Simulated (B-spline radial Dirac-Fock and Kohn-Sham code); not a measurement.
**Two-hole binding energies of Se³⁺**

System: Se³⁺, 1s2 2s2 2p6 3s2 3p6 3d10 4s2 4p1, inside a Watson sphere of charge -3 and radius 2.7 Å (a model of the Madelung potential; inside it an electron's potential energy is raised by 16.0 eV).

The run's input, task.json:

```json
{"items": [{
  "Z": 34,
  "q": 3,
  "cfg": [[1, 0, 2], [2, 0, 2], [2, 1, 6], [3, 0, 2], [3, 1, 6], [3, 2, 10], [4, 0, 2], [4, 1, 1]],
  "A": 80,
  "rrms": 4.14,
  "watson": [-3, 2.7],
  "do": ["binding", "quiet", "double"]
}]}
```

Launch: `python xray_run.py task.json out`

Calculated with a radial atomic solver, using ΔSCF Dirac-Fock with Breit, self-energy and vacuum polarisation, finite nucleus, configuration average. U is the two-hole binding energy less the two single-hole energies, the effective repulsion of the holes after relaxation. Each two-hole energy is an average over J within one jj subconfiguration.

| holes | E(a) (eV) | E(b) (eV) | E(ab) (eV) | U (eV) |
| --- | --- | --- | --- | --- |
| 1s⁻¹ 2p3/2⁻¹ | 12689.4 | 1467.2 | 14285.7 | 129.1 |
| 1s⁻¹ 3p3/2⁻¹ | 12689.4 | 195.5 | 12924.1 | 39.2 |
| 2s⁻² | 1691.7 | 1691.7 | 3463.9 | 80.6 |
| 2s⁻¹ 2p1/2⁻¹ | 1691.7 | 1508.2 | 3273.8 | 73.9 |
| 2s⁻¹ 2p3/2⁻¹ | 1691.7 | 1467.2 | 3232.0 | 73.0 |
| 2s⁻¹ 3p1/2⁻¹ | 1691.7 | 201.4 | 1928.7 | 35.6 |
| 2s⁻¹ 3p3/2⁻¹ | 1691.7 | 195.5 | 1922.4 | 35.2 |
| 2s⁻¹ 3d3/2⁻¹ | 1691.7 | 85.93 | ? | ? |
| 2p1/2⁻¹ 3s⁻¹ | 1508.2 | 265.3 | 1809.3 | 35.8 |
| 2p1/2⁻¹ 3p3/2⁻¹ | 1508.2 | 195.5 | 1739.8 | 36.1 |
| 2p3/2⁻¹ 3p1/2⁻¹ | 1467.2 | 201.4 | 1705.1 | 36.4 |
| 2p1/2⁻¹ 3d3/2⁻¹ | 1508.2 | 85.93 | 1628.0 | 33.8 |
| 3p1/2⁻¹ 3p3/2⁻¹ | 201.4 | 195.5 | 426.4 | 29.5 |
| 3d5/2⁻² | 85.08 | 85.08 | 199.5 | 29.3 |

Problem. Give the missing two-hole energy and U.

Solution. E(ab) = 1812.4 eV and U = 34.8 eV.
